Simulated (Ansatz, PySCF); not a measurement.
Energy difference 3 R1 + R2 → P1 + P2 + 2 P3, each structure at its B3LYP-D3(BJ)/def2-TZVP stationary point, reached from a drawn start (curvature not checked).
P1: CH4 (SMILES C), charge 0, multiplicity 1.
R1: H2 (SMILES [H][H]), charge 0, multiplicity 1.
P2: H2O (SMILES O), charge 0, multiplicity 1.
P3: SiH4 (SMILES [SiH4]), charge 0, multiplicity 1.
R2: CH8OSi2 (SMILES C[SiH2]O[SiH3]), charge 0, multiplicity 1.

P less R. No zero-point or thermal terms. One arrangement of each flexible species, with no search for the lowest.

Correlated levels freeze the cores.

The values were computed with Ansatz (Gaussian basis) for Hartree–Fock, density functionals and correlated methods; PySCF for the D3/D4 terms. No computed number here is a measurement.

Total energies in hartree:

```
structure  PBE/def2-TZVPP  B3LYP-D3(BJ)/def2-TZVPP  CCSD(T)/cc-pV(T+d)Z
---------  --------------  -----------------------  -------------------
P1             -40.464286               -40.541031           -40.438100
R1              -1.166122                -1.180145            -1.172336
P2             -76.380147               -76.467236           -76.332115
P3            -291.721620              -291.920350          -291.440117
R2            -696.826893              -697.355732          -696.181508
```

### Question
Work out the reaction energy at each level in kcal/mol (1 hartree = 627.50947 kcal/mol), and say how far PBE/def2-TZVPP lies from CCSD(T)/cc-pV(T+d)Z.

### Answer
- PBE/def2-TZVPP: 2 × (-291.721620) + (-40.464286) + (-76.380147) − (-696.826893) − 3 × (-1.166122) = 0.037586 hartree = 23.59 kcal/mol
- B3LYP-D3(BJ)/def2-TZVPP: 2 × (-291.920350) + (-40.541031) + (-76.467236) − (-697.355732) − 3 × (-1.180145) = 0.047200 hartree = 29.62 kcal/mol
- CCSD(T)/cc-pV(T+d)Z: 2 × (-291.440117) + (-40.438100) + (-76.332115) − (-696.181508) − 3 × (-1.172336) = 0.048067 hartree = 30.16 kcal/mol
PBE/def2-TZVPP less CCSD(T)/cc-pV(T+d)Z: -6.57 kcal/mol. CCSD(T)/cc-pV(T+d)Z is the level counted from, the highest shown, and no exact or measured value.

Ansatz is an electronic-structure program.
